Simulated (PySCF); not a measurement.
Job for PySCF: R-HF/STO-3G on BH3OS (SMILES OBS), a point of a torsion scan.

```python
from pyscf import gto, scf, dft, mp
from pyscf.data.elements import chemcore

mol = gto.M(
    atom='''
    O    -1.17436131   -0.68364206   -0.01683958
    B    -0.17014379    0.19216810    0.06853733
    S     1.43772378   -0.43235330    0.58332630
    H    -2.04308117   -0.36343092   -0.25588474
    H    -0.29424398    1.35669678   -0.03533685
    H     1.29075127   -1.65924759    0.10193739
    ''',
    basis='sto-3g',
    charge=0, spin=0, verbose=3, max_memory=1800)
mf = scf.RHF(mol)
mf.conv_tol = 1e-8
mf.max_cycle = 100
mf.kernel()
if not mf.converged:
    mf = mf.newton().run(mf.mo_coeff, mf.mo_occ)
```

It printed:

```
converged SCF energy = -493.198712105014
```

The calculation finished and met its thresholds.

Cost: about 0.4 core-seconds (a rough figure).
